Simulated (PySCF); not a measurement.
**A survey of $^{19}$F NMR shifts**

In vacuum, one conformer, averaged over atoms made equivalent by symmetry, fast rotation or ring inversion, no relativistic terms. GFN2-xTB geometry; shieldings: GIAO PBE0/pcSseg-1; PySCF 2.14.

Shieldings were converted by a linear fit to measured shifts: $^{19}$F (scatter 6.0 ppm rms, 7.0 ppm with the 5 outliers that the fit left out vs CFCl3, solution or neat liquid, with a term for F on sp3 carbon). A few per cent of atoms miss by over 2 rms, more outside the fitted compound classes.

Problem. Give the $^{19}$F shifts of `CO[SiH2]C(C)=C(F)F`.

Solution. 
| compound | environment | δ (ppm) |
| --- | --- | --- |
| [CH3:1][O:2][SiH2:3][C:4]([CH3:5])=[C:6]([F:7])[F:8] | F7: vinylic fluorine | -74.2 |
| [CH3:1][O:2][SiH2:3][C:4]([CH3:5])=[C:6]([F:7])[F:8] | F8: vinylic fluorine | -82.4 |

Problem. Match the shifts -46.2, -60.9, -100.8, -113.5 ppm to `COc1cc(F)ccc1Cl`, `C#C[C@@H]1[SiH2]/C(=C\F)C1=C`, `Fc1cpccn1`, `FC(F)(F)[SiH2]C[SiH2]P`.

Solution. -46.2: Fc1cpccn1 (aryl fluorine); -60.9: FC(F)(F)[SiH2]C[SiH2]P (fluorine of a CF3 group); -100.8: C#C[C@@H]1[SiH2]/C(=C\F)C1=C (vinylic fluorine); -113.5: COc1cc(F)ccc1Cl (aryl fluorine).
